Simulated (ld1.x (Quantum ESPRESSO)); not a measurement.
Transferability test, PAW potential for cobalt

```json
{
  "Element": "cobalt",
  "Generator": "ld1.x (Quantum ESPRESSO) 7.5",
  "Type": "PAW",
  "Functional": "PBE",
  "Relativity": "scalar-relativistic",
  "Frozen core": "[Ne]",
  "Valence charge": "17",
  "Reference configuration": "3s2 3p6 3d7.5 4s1.5 4p0",
  "Partial waves": "3s (bound): rcut 1.05, rcutus 1.20 bohr; 4s (bound): rcut 1.05, rcutus 1.20 bohr; 3p (bound): rcut 1.25, rcutus 1.35 bohr; 4p (bound, empty): rcut 1.25, rcutus 1.35 bohr; 3d (bound): rcut 1.25, rcutus 1.65 bohr; 3d channel at 0.6 Ry: rcut 1.25, rcutus 1.65 bohr",
  "Local potential": "all-electron potential smoothed inside 0.95 bohr (lloc = -2)",
  "Core correction": "Bessel-smoothed model core, default radius (core density twice the valence density)",
  "Augmentation charge": "PSQ, inside the norm-conserving radii"
}
```

Energies are relative to the spin-unpolarised reference configuration 3s2 3p6 3d7.5 4s1.5 4p0; without spin polarisation the order of configurations can differ from experiment.

| valence configuration | charge | ΔE all-electron (eV) | error AE − PS (meV) |
| --- | --- | --- | --- |
| 3s2 3p6 3d7 4s2 4p0 | 0 | 0.960 | +1.7 |
| 3s2 3p6 3d7 4s1 4p0 | +1 | 9.991 | +0.2 |
| 3s2 3p6 3d7 4s0 4p0 | +2 | 26.776 | -1.8 |
| 3s2 3p6 3d8 4s1 4p0 | 0 | -0.242 | +0.6 |
| 3s2 3p6 3d6 4s2 4p0 | +1 | 16.142 | +12 |
| 3s2 3p5 3d7 4s2 4p0 | +1 | 74.484 | +1.4 |

Question: What are ΔE and the potential's error for 3s2 3p6 3d7 4s1.5 4p0?

Answer: ΔE = 4.563 eV all-electron; the error (AE − PS) is +1.0 meV.

Levels in the configuration 3s2 3p6 3d7 4s2 4p0:

```tsv
level	all-electron (eV)	pseudo (eV)
3s	-102.404	-102.398
3p	-65.636	-65.626
3d	-8.204	-8.199
4s	-5.470	-5.470
```
